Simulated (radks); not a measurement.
Results of a calculation; reference values are marked as such.
All-electron atom: the cerium ion Ce9+ in [Kr] 4d10 5s2 5p1.

Code: a radial shooting solver on a logarithmic mesh with Libxc functionals. Model: non-relativistic Kohn-Sham, LB94 model potential, spin-polarised, spherical densities, point nucleus; open shells are filled with parallel spins first (spin-orbit coupling, left out, can overturn this in heavy ions); relativity is left out, which matters for an element this heavy.

Energy parts (hartree):
kinetic: 8567.2225
electron-nucleus: -20023.3709
Hartree: 3105.0513
(The LB94 potential has no energy functional, so no total or exchange-correlation energy is given.)

Orbitals (lengths in bohr, moments of r in powers of bohr; <r^-3> diverges for s and p1/2):
orbital  occ.  eigenvalue (hartree)      <r^4>  <r^-3>   <1/r>
1s up       1             -1418.185  2.110e-06       -   57.50
1s down     1             -1418.185  2.110e-06       -   57.50
2s up       1             -225.4440  0.0003647       -   13.28
2s down     1             -225.4418  0.0003647       -   13.28
2p up       3             -213.7200  0.0002345    6577   13.32
2p down     3             -213.7164  0.0002345    6577   13.32
3s up       1             -52.93083    0.01428       -   4.923
3s down     1             -52.92889    0.01428       -   4.922
3p up       3             -47.80371    0.01333    1282   4.862
3p down     3             -47.80143    0.01333    1282   4.862
3d up       5             -38.22153    0.01013   214.6   4.751
3d down     5             -38.21950    0.01013   214.6   4.751
4s up       1             -14.60232     0.3534       -   2.091
4s down     1             -14.59924     0.3549       -   2.089
4p up       3             -12.68712     0.4079   280.3   2.005
4p down     3             -12.68580     0.4100   279.7   2.003
4d up       5              -9.31347     0.5712   39.92   1.821
4d down     5              -9.31617     0.5748   39.78   1.818
5s up       1              -5.76920      6.417       -  0.9643
5s down     1              -5.77921      6.300       -  0.9709
5p up       1              -5.11682      8.272   67.69  0.9030
5p down     0              -5.12086      8.111   69.17  0.9104

The highest occupied level is 5p up at -139.24 eV. The configuration is held as typed, so some empty levels lie below it. The density falls to 0.001 e/bohr^3 at r = 2.69 bohr. The electron density at the nucleus is 1.384e+05 e/bohr^3.
